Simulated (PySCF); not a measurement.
# Sr₃S⁺, quartet: structure and spectrum

Method: PySCF, UwB97X, basis S def2-TZVP, Sr def2-TZVP with ECP28 (scalar-relativistic core potentials, no spin–orbit coupling, density fitting).

The structure is a minimum.

```json
{"Point group": "D3h", "Bond lengths": "S–Sr 2.786 Å (×3)", "Bond angles": "Sr–S–Sr 120.0° (×3)", "Zero-point energy": "4.6 kJ/mol", "Highest occupied level (α)": "-7.92 eV", "Principal quadrupole moments (Buckingham, traceless) about the centre of mass": "-28.63, 14.31, 14.32 D Å", "Principal polarisabilities": "432.2, 536.2, 536.3 bohr³", "Lowest empty level (β)": "-3.12 eV", "Rotational constants": "0.01647, 0.01647, 0.008237 cm⁻¹", "Entropy at 298.15 K and 1 bar (electronic part: spin only)": "406.9 J/(mol K)", "Enthalpy at 298.15 K above 0 K": "20.95 kJ/mol", "Spin squared ⟨S²⟩": "3.753", "Rotational symmetry number": "6", "Heat capacity Cp at 298.15 K": "80.8 J/(mol K)", "Dipole moment about the centre of mass": "0.00 D"}
```

Harmonic modes (masses in u: S 31.972, Sr 87.906):
```
symmetry  ω (cm⁻¹)  IR (km/mol, summed over degenerate members)
      e'        36                                          0.3
    a2''        49                                          1.6
     a1'       129                                          0.0
      e'       257                                         54.6
```

In D3h the vibrations span 2e' + a2'' + a1'. The a1' mode carries no infrared intensity, as symmetry demands.

Charges (e):
```tsv
atom	Mulliken	Löwdin	polar tensor	spin (Mulliken)	Mayer order to S1
S1	-1.20	-0.25	-0.52	0.13	–
Sr2,3,4	0.73	0.42	0.51	0.96	0.47
```

Mulliken populations on S1: s 5.89, p 11.30, d 0.01, f 0.00.

This need not be the most stable arrangement of these atoms. At this level a doublet minimum of C2v symmetry lies 67 kJ/mol below this structure.

The final relaxation and frequency run took 2 min on 4 threads of a shared Intel Xeon @ 2.70GHz host, with 136 basis functions and 9 gradients; the process peaked at 1.5 GiB. Launch command: `OMP_NUM_THREADS=4 python axn.py task.json out`.
